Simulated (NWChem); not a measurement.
Species: P₂H cation; SMILES P#[PH+]

All runs: NWChem. Pople sets run with spherical d functions. Structure relaxed at the PBE-D3(BJ)/def2-SVP level. B3LYP is NWChem's, with the RPA form of VWN correlation. Vertical excitations in the gas phase; the lowest state need not have the same character in each row.

Q: Among these, which level gives the lowest value of “lowest excitation, singlet (eV)”?
A) CAM-B3LYP/6-31+G*, full TDDFT
B) LRC-wPBEh/6-31+G*, full TDDFT
C) PBE/6-31+G*, full TDDFT
D) B3LYP/6-31+G*, full TDDFT

A: A, CAM-B3LYP/6-31+G*, full TDDFT. Values: CAM-B3LYP/6-31+G*, full TDDFT 3.31; LRC-wPBEh/6-31+G*, full TDDFT 3.42; B3LYP/6-31+G*, full TDDFT 3.55; PBE/6-31+G*, full TDDFT 3.76
